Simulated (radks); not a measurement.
Results of a calculation; reference values are marked as such.
Ta LXVIII, 6 electrons, occupied as [He] 2s2 2p2.

Code: a radial shooting solver on a logarithmic mesh with Libxc functionals. Model: scalar-relativistic Kohn-Sham, LB94 model potential, spin-polarised, spherical densities, finite nucleus; open shells are filled with parallel spins first (spin-orbit coupling, left out, can overturn this in heavy ions); Fermi nuclear charge, rms radius 5.3507 fm.

Energy parts (eV):
| part | energy |
|---|---|
| kinetic | 262742.13 |
| electron-nucleus | -497444.87 |
| Hartree | 9339.85 |
(The LB94 potential has no energy functional, so no total or exchange-correlation energy is given.)

Orbitals (lengths in bohr, moments of r in powers of bohr; r(max) is where P^2 peaks):
| orbital | occ. | eigenvalue (eV) | r(max) | <r> | <r^2> |
|---|---|---|---|---|---|
| 1s up | 1 | -75043.80 | 0.01166 | 0.01860 | 0.0004747 |
| 1s down | 1 | -75057.79 | 0.01166 | 0.01859 | 0.0004743 |
| 2s up | 1 | -18179.85 | 0.06543 | 0.07626 | 0.006855 |
| 2s down | 1 | -18108.51 | 0.06547 | 0.07635 | 0.006873 |
| 2p up | 2 | -16890.21 | 0.05307 | 0.06744 | 0.005518 |
| 2p down | 0 | -16822.96 | 0.05302 | 0.06747 | 0.005527 |

The highest occupied level is 2p up at -16890.2 eV. Spin moment in Bohr magnetons: 2. The electron density at the nucleus is 1.365e+06 e/bohr^3 (large components only). For comparison, the ionisation energy in NIST's Atomic Spectra Database is 17840 eV (theoretical). In exact Kohn-Sham theory the highest level is minus the ionisation energy, but local and semilocal functionals leave it too shallow, through self-interaction and a potential that decays too fast; potentials with the right tail come closer. Summed over all electrons, <r^2> = 0.02571 bohr^2, which gives a Langevin (diamagnetic) susceptibility term of -0.0204 x 10^-6 cm^3/mol.
